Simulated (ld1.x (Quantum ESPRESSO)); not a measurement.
Logarithmic derivatives: Ag (Z = 47), TM

ld1.x (Quantum ESPRESSO) 7.5 input, shortened:

```
&input
   title='Ag', zed=47., rel=2, dft='PBE', iswitch=3,
   config='[Kr] 4d10 5s1 5p0', rel_dist='average'
 /
 &inputp
   pseudotype=2, tm=.true., lloc=2,
   nlcc=.true., new_core_ps=.true., rcore=2.00
 /
3
5S  1  0   1.00   0.00  2.50  2.50  0.0
5P  2  1   0.00   0.00  3.20  3.20  0.0
4D  3  2  10.00   0.00  1.90  1.90  0.0
 &test
   configts(1)='4d10 5s1 5p0'
 /
```

Open shells are filled in proportion to 2j + 1 (rel_dist='average').

The phase is arctan(r·u′/u) with u = r·R(r), unwrapped; energies in Ry, scanned from -3 to 5 Ry. A pole is an energy at which the radial function vanishes at the test radius. The pseudo phase is shifted by a multiple of π to meet the all-electron one at the reference energy, and phase errors are pseudo minus all-electron; the curves can meet again beyond the range given. Levels narrower than the energy grid can be missing from the lists of poles. n/a: not evaluated, since a narrow level or a reset projector energy made the automatic matching unsafe.

```tsv
channel	radius (bohr)	reference energy (Ry)	poles, all-electron	poles, pseudo	unbroken range about the reference energy with phases within 0.05 rad	phase error 1 Ry above the reference energy (rad)
s	3.51	-0.32	0.28, 4.53	0.28, 3.74	below 1.5	-0.005
p1/2	3.51	-0.06	0.98	0.98	n/a	n/a
p3/2	3.51	-0.05	1.07	-1.98, 1.06	-2.0 to 2.4	-0.001
d3/2	3.51	-0.57	-0.53, 2.48	-0.50, 2.55	not even at the reference energy	+0.015
d5/2	3.51	-0.53	-0.48, 2.51	-0.50, 2.55	not even at the reference energy	-0.002
```

Note: ghost states, extra bound levels that the all-electron valence spectrum of the same l lacks: s at -99.5 eV, p3/2 at -27.0 eV, p1/2 at -21.6 eV. A true bound ghost makes a file unfit for plane-wave use. The potential misses its own reference levels by up to 0.3 eV.

Phases in the p1/2 channel:

```tsv
E (Ry)	all-electron	pseudo
-3.00	1.399	4.541
-2.52	1.382	4.523
-2.04	1.358	4.498
-1.56	1.322	1.344
-1.08	1.258	1.259
-0.60	1.108	1.109
-0.12	0.377	0.377
0.36	-1.235	-1.234
0.84	-1.529	-1.528
1.32	-1.648	-1.648
1.80	-1.752	-1.756
2.28	-1.930	-1.952
2.76	-2.643	-2.882
3.24	-4.168	-4.281
3.72	-4.491	-4.535
4.20	-4.599	-4.629
4.68	-4.657	-4.684
```
